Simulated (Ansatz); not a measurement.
Reactions of `[SiH3]C1=CC1Cl`.

Calculated with Ansatz (gas phase, PBE0-D4/def2-TZVP geometries, no zero-point term in ΔE). CCSD(T)/CBS is the MP2 limit (def2-TZVPP, def2-QZVPP) plus CCSD(T) − MP2 in def2-TZVPP, frozen cores. This one scheme is used for every species, atoms too. DFT in def2-TZVPP. Open shells (•) are unrestricted, without spin–orbit coupling. Spin–orbit coupling would lower the free atoms: a little for C, Cl, Si. For Br, Ge, Se outer-core shells are correlated without core-valence functions, so the limit isn't a true one: a few kJ/mol of doubt a bond, and 10 to 20 or more in all where bonds break to atoms. Scalar relativity is left out up to krypton. Each species was taken in one conformer, which may not be the lowest.

| reaction | B2PLYP (kcal/mol) | PBE-D4 (kcal/mol) | ωB97X-V (kcal/mol) |
| --- | --- | --- | --- |
| `[SiH3]C1=CC1Cl` + HBr → `[SiH3]C1=CC1Br` + HCl | -1.8 | -1.6 | -1.1 |
| `[SiH3]C1=CC1Cl` + `[OH][GeH2][O][SiH3]` → `[SiH3][O][GeH2][O][SiH3]` + `ClC1C=C1` | -18.2 | -14.7 | -18.2 |
| `[SiH3]C1=CC1Cl` → `[SiH3]C1(Cl)C=C1` | 7.3 | 6.5 | 6.9 |
| `[SiH3]C1=CC1Cl` + H₂ → `[SiH3]C1=CC1` + HCl | -14.4 | -11.6 | -13.6 |
| `[SiH3]C1=CC1Cl` → 3 C• + Cl• + 5 H• + Si• | 871.3 | 905.9 | 886.0 |
| `[SiH3]C1=CC1Cl` + `NB[SeH]` → `[SiH3]NB[SeH]` + `ClC1C=C1` | -4.2 | -2.4 | -4.2 |
| `[SiH3]C1=CC1Cl` + `NB(O)Cl` → `NB(Cl)O[SiH3]` + `ClC1C=C1` | -13.9 | -10.3 | -13.6 |
| `[SiH3]C1=CC1Cl` → `ClC1C=C1` + `[SiH2]` | 61.3 | 63.0 | 64.2 |
| `[SiH3]C1=CC1Cl` + `[OH][Al]([OH])[Br]` → `[OH][Al]([Br])[O][SiH3]` + `ClC1C=C1` | -20.2 | -15.8 | -19.8 |
| `[SiH3]C1=CC1Cl` + `OC1=CS1` → `[SiH3]OC1=CS1` + `ClC1C=C1` | -16.6 | -13.4 | -16.0 |

Task: Give the CCSD(T)/CBS values in the same order. (Best estimate.)

Result: Computed: -1.9, -18.2, 6.5, -14.0, 880.2, -4.5, -13.6, 62.2, -19.8, -16.4 kcal/mol.

Largest T1 diagnostic: 0.014, for `[SiH2]`.
